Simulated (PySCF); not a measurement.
tetrafluoroborate (BF4), SMILES F[B-](F)(F)F, charge -1. Atoms are numbered in the order given.

```xyz
5

F      0.8165    -0.8165     0.8165
B      0.0000     0.0000     0.0000
F     -0.8165    -0.8165    -0.8165
F     -0.8165     0.8165     0.8165
F      0.8165     0.8165    -0.8165
```
Charge -1, spin multiplicity 1.

The structure is a stationary point at B3LYP-D3(BJ)/def2-SVPD.

Two levels are set side by side: PBE/pcJ-1 (PySCF) and B3LYP/pcJ-1 (PySCF). One-bond couplings, all four terms, same geometry. Isotopes: 11B, 19F. Differences are taken from unrounded values.

```csv
quantity,B3LYP
"¹J(F1,B2) (Hz)",-58.5
"¹J(B2,F3) (Hz)",-58.5
"¹J(B2,F4) (Hz)",-58.5
"¹J(B2,F5) (Hz)",-58.5
```

Q: What does PBE give, and how far is it from B3LYP? (Estimate from the structure and the level; the computed values follow.)

A: 
| quantity | PBE | PBE minus B3LYP |
|---|---|---|
| ¹J(F1,B2) (Hz) | -94.1 | -35.6 |
| ¹J(B2,F3) (Hz) | -94.1 | -35.6 |
| ¹J(B2,F4) (Hz) | -94.1 | -35.6 |
| ¹J(B2,F5) (Hz) | -94.1 | -35.6 |

Rough cost on one machine, each run with all the roots and properties that it gave: B3LYP against PBE about 3 times.
